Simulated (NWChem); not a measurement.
## GeS in NWChem

```xyz
2

Ge     0.0000     0.0000     0.6727
S      0.0000     0.0000    -1.3454
```
Charge 0, spin multiplicity 1.

All runs are NWChem calculations. Structure: optimised with PBE0/def2-SVP, a minimum by its harmonic frequencies.

Symmetry labels belong to the abelian group C2v used in the runs, with the axes of the coordinates shown; states degenerate in a higher group split over its labels.

The Hamiltonian is non-relativistic. B3LYP has NWChem's definition, with VWN1-RPA local correlation. The structure started from a generated list of species.

Task: List the lowest 3 singlet excitations that TD-B3LYP/def2-SVPD, VWN1-RPA local correlation gives, with oscillator strengths.

Result: 
| state | symmetry | energy (eV) | wavelength (nm) | f |
|---|---|---|---|---|
| 1 | a2 | 3.77 | 329 | 0.000 |
| 2 | a2 | 4.03 | 307 | 0.000 |
| 3 | a1 | 4.03 | 307 | 0.000 |
